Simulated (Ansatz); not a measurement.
A displaced shape of singlet CuCl:

```xyz
2

Cu   -0.0221   -0.0016   -0.7251
Cl   -0.0349   -0.0339    1.3247
```

It was optimised with PBE0/def2-SVP in Ansatz (development build ahead of 0.2.0) to forces under 0.001 eV/Å, with restricted orbitals. Each step stands on the lowest determinant of that kind that the program's search found.

**Question.** What shape does it relax to, and how does the optimisation go?

**Answer.**

```
atom    x (Å)    y (Å)    z (Å)
  Cu  -0.0220  -0.0013  -0.7416
  Cl  -0.0350  -0.0342   1.3413
```

Bond lengths: Cu1–Cl2 2.083 Å.

```csv
step,E − E(start) (eV),largest force (eV/Å)
1,0.0000,0.4967
2,-0.0078,0.0839
3,-0.0080,0.0082
4,-0.0080,0.0001
```

The optimisation ended after 4 steps with its threshold met.
